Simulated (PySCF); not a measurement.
**Computed χzz against gas-phase spectroscopy**

Values to reproduce (atoms as numbered below): 14N at N8: χzz = -4.29 MHz [1].
[1] measured, gas; W. C. Bailey, Calculation of NQCC in Gaseous State Molecules (compilation of microwave values)

C₇HN.
Geometry (GFN2-xTB, Å), atoms numbered from 1 in this order:
```
atom  x, y, z in Å
C1    -3.7097   -0.2281   -0.9013
C2    -2.5388   -0.1402   -0.6186
C3    -1.2331   -0.0426   -0.3031
C4    -0.0504    0.0446   -0.0156
C5     1.2461    0.1409    0.2985
C6     2.4292    0.2280    0.5856
C7     3.7400    0.3261    0.9024
N8     4.8567    0.4095    1.1731
H9    -4.7265   -0.3050   -1.1461
```

Q: What do the calculations give?

A: PySCF, non-relativistic, all at one geometry, with Q(14N) = 0.02044 b:

```json
{"level": "B3LYP/pcJ-1", "functions": "226", "14N N8 (MHz)": "-4.760", "computed/reference − 1 (%)": "+11.0"}
{"level": "PBE0/pcSseg-1", "functions": "141", "14N N8 (MHz)": "-4.746", "computed/reference − 1 (%)": "+10.6"}
```

Closest here is PBE0/pcSseg-1 (10.6 % unsigned error), furthest B3LYP/pcJ-1 (11.0 %); one molecule doesn't rank methods. Computed values are for fixed nuclei, while measured ones can include vibrational averaging. GFN2-xTB bond lengths can be off by several hundredths of an ångström, more for odd bonds, and the gradients follow them.
